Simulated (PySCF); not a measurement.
# RhH: frontier orbitals

PBE at R = 1.551 Å; H x2c-TZVPPall, Rh x2c-TZVPPall; spin-free X2C with a Gaussian nucleus (PySCF 2.14). State: ³Δ (triplet), unpaired electrons σ ↑, δ ↑. Only the outer orbitals are listed, counted within each symmetry.

```json
{"spin": "α", "orbital": "9σ", "occ.": "1", "ε (eV)": "-8.37", "on H (%)": "40", "main shells (%)": "51 Rh d, 40 H s"}
{"spin": "α", "orbital": "2δ", "occ.": "1", "ε (eV)": "-6.54", "on H (%)": "0", "main shells (%)": "100 Rh d"}
{"spin": "α", "orbital": "2δ", "occ.": "1", "ε (eV)": "-5.74", "on H (%)": "0", "main shells (%)": "100 Rh d"}
{"spin": "α", "orbital": "5π", "occ.": "1", "ε (eV)": "-5.72", "on H (%)": "1", "main shells (%)": "100 Rh d"}
{"spin": "α", "orbital": "5π", "occ.": "1", "ε (eV)": "-5.72", "on H (%)": "1", "main shells (%)": "100 Rh d"}
{"spin": "α", "orbital": "10σ", "occ.": "1", "ε (eV)": "-5.21", "on H (%)": "12", "main shells (%)": "54 Rh s, 33 Rh d, 12 H s"}
{"spin": "α", "orbital": "11σ", "occ.": "0", "ε (eV)": "-2.34", "on H (%)": "20", "main shells (%)": "45 Rh p, 27 Rh s, 20 H s"}
{"spin": "α", "orbital": "6π", "occ.": "0", "ε (eV)": "-0.93", "on H (%)": "0", "main shells (%)": "100 Rh p"}
{"spin": "α", "orbital": "6π", "occ.": "0", "ε (eV)": "-0.93", "on H (%)": "0", "main shells (%)": "100 Rh p"}
{"spin": "β", "orbital": "9σ", "occ.": "1", "ε (eV)": "-7.95", "on H (%)": "50", "main shells (%)": "49 H s, 38 Rh d, 10 Rh s"}
{"spin": "β", "orbital": "5π", "occ.": "1", "ε (eV)": "-5.12", "on H (%)": "1", "main shells (%)": "99 Rh d"}
{"spin": "β", "orbital": "5π", "occ.": "1", "ε (eV)": "-5.12", "on H (%)": "1", "main shells (%)": "99 Rh d"}
{"spin": "β", "orbital": "2δ", "occ.": "1", "ε (eV)": "-5.00", "on H (%)": "0", "main shells (%)": "100 Rh d"}
{"spin": "β", "orbital": "2δ", "occ.": "0", "ε (eV)": "-4.21", "on H (%)": "0", "main shells (%)": "100 Rh d"}
{"spin": "β", "orbital": "10σ", "occ.": "0", "ε (eV)": "-3.91", "on H (%)": "8", "main shells (%)": "50 Rh s, 42 Rh d"}
{"spin": "β", "orbital": "11σ", "occ.": "0", "ε (eV)": "-2.03", "on H (%)": "19", "main shells (%)": "44 Rh p, 28 Rh s, 19 H s"}
```

**Question.** Which are the highest filled and the lowest empty level, where do they sit, and how wide is the gap?

**Answer.** Highest filled β 2δ at -5.00 eV (in %: 100 Rh d); lowest empty β 2δ at -4.21 eV (in %: 100 Rh d); the gap at PBE is 0.79 eV. Both belong to one degenerate shell, split only by its one-sided filling, so this is no excitation gap.

* bond order (Mayer): 1.09
* ⟨S²⟩: 2.002
* charge on H (Mulliken, basis-dependent): -0.06
* charge on H (Löwdin, basis-dependent): -0.16
* dipole moment (positive dipole means H(−)Rh(+)): 1.77 D
* polarisability along the bond: 43.4 bohr³
* polarisability across the bond: 39.2 bohr³

Spin–orbit coupling is left out. The state is the lowest single determinant that the PBE0 search found; with open d or f shells the true ground state can be another one.
